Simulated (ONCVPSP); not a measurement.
Configuration tests for Fe (Z = 26) (ONCV)

iron, optimised norm-conserving Vanderbilt (ONCV), made with ONCVPSP 4.0.1 (PBE, scalar-relativistic). Core [Ne], reference 3s2 3p6 3d6 4s1 (charge +1). Waves: 3s+4s: rc 1.40 bohr, ncon 5, nbas 8, qcut 6.5 1/bohr, 2 projectors; 3p: rc 1.30 bohr, ncon 4, nbas 7, qcut 11 1/bohr, 2 projectors, debl 1.7 Ha; 3d: rc 1.75 bohr, ncon 3, nbas 7, qcut 7.3 1/bohr, 2 projectors, debl 1.6 Ha. Local part: polynomial inside 0.85 bohr (lpopt 5, dvloc0 4 Ha). Core correction: none.

In the p channel the program set the typed energies aside and used -2.520, 0.250 Ha.

Energies are relative to the spin-unpolarised reference configuration 3s2 3p6 3d6 4s1; without spin polarisation the order of configurations can differ from experiment.

```csv
valence configuration,charge,ΔE all-electron (eV),error AE − PS (meV)
3s2 3p6 3d6 4s2,0,-8.729,+2.7
3s2 3p6 3d6 4s0,+2,16.203,-1.6
```

**Question.** What are ΔE and the potential's error for 3s2 3p6 3d5 4s0?

**Answer.** ΔE = 50.426 eV all-electron; the error (AE − PS) is +143 meV.

**Question.** What are ΔE and the potential's error for 3s2 3p6 3d6 4s1 4p1?

**Answer.** ΔE = -4.624 eV all-electron; the error (AE − PS) is +0.9 meV.

Levels in the configuration 3s2 3p6 3d6 4s1 4p1:

| level | all-electron (eV) | pseudo (eV) |
| --- | --- | --- |
| 3s | -95.759 | -95.739 |
| 3p | -61.789 | -61.777 |
| 3d | -9.189 | -9.176 |
| 4s | -6.360 | -6.362 |
| 4p | -2.121 | -2.121 |
